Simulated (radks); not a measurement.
Valence configurations of Tc I (all share [Kr]). Method: Dirac Kohn-Sham, PBE, spin-unpolarised, spherical densities, point nucleus; open shells are shared between the two j in proportion to 2j + 1; computed with a radial shooting solver on a logarithmic mesh with Libxc functionals. Energies are relative to 4d5 5s2; eigenvalues in eV.

| valence | E (eV) | e(4d3/2) | e(4d5/2) | e(5p1/2) | e(5p3/2) | e(5s1/2) |
|---|---|---|---|---|---|---|
| 4d6 5s1 | -0.939 | -4.631 | -4.372 | - | - | -4.170 |
| 4d5 5s2 | 0.000 | -6.834 | -6.548 | - | - | -5.043 |
| 4d5.5 5s1 5p0.5 | 1.099 | -6.420 | -6.144 | -1.657 | -1.534 | -5.102 |
| 4d6 5p1 | 2.367 | -6.053 | -5.788 | -1.812 | -1.695 | - |
| 4d4.5 5s2 5p0.5 | 2.960 | -8.762 | -8.459 | -2.095 | -1.933 | -5.969 |
| 4d5 5s1 5p1 | 3.751 | -8.211 | -7.919 | -2.202 | -2.049 | -5.960 |
| 4d4 5s2 5p1 | 6.600 | -10.677 | -10.359 | -2.643 | -2.451 | -6.827 |
| 4d4.5 5s1 5p1.5 | 7.043 | -10.021 | -9.714 | -2.717 | -2.535 | -6.773 |
| 4d5 5p2 | 7.704 | -9.415 | -9.118 | -2.792 | -2.622 | - |
| 4d3 5s2 5p2 | 15.986 | -14.521 | -14.170 | -3.659 | -3.406 | -8.419 |

NIST lists [Kr] 4d5 5s2 as the ground configuration; this level of theory puts 4d6 5s1 lower, by 0.939 eV. The energies are those of spherical spin-averaged densities, not of single terms.
